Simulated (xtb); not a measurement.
BF4, SMILES F[B-](F)(F)F, charge -1. All values are semi-empirical tight-binding results from xtb (GFN2-xTB unless named), good for trends rather than for accurate numbers. Geometry: GFN2-xTB.

Optimised geometry:

Bond lengths (Å): F1–B2 1.390, B2–F3 1.390, B2–F4 1.390, B2–F5 1.390. Angles (°): F1–B2–F3 109.5, F1–B2–F4 109.5, F1–B2–F5 109.5, F3–B2–F4 109.5, F3–B2–F5 109.5, F4–B2–F5 109.5.
Charge -1, spin multiplicity 1.

* **point group as xtb finds it**: Td
* **orbital gap**: 21.75 eV
* **zero-point energy**: 8.1 kcal/mol
* **G − E(el) at 298.15 K (modified RRHO)**: -7.9 kcal/mol
* **static polarisability (D4 model)**: 23.5 bohr³
* **solvation energy, GFN2-xTB/ALPB(water)**: -62.6 kcal/mol
* **solvation energy, GFN2-xTB/ALPB(dmf)**: -56.0 kcal/mol

**Question.** Give the IR lines (harmonic; lines under 4 % of the strongest left out, lines within 3 cm⁻¹ merged). (An estimate is asked for; the answer gives what the named calculation found.)

**Answer.** ν (cm⁻¹): 450 (w), 989 (vs) (against the strongest line: vs over 80 %, s over 45 %, m over 15 %, w over 4 %, vw less)

Computed atomic charges and the Wiberg bond orders between heavy atoms:
charges (e) F1 -0.43, B2 0.72, F3 -0.43, F4 -0.43, F5 -0.43. Bond orders F1–B2 0.81, B2–F3 0.81, B2–F4 0.81, B2–F5 0.81.
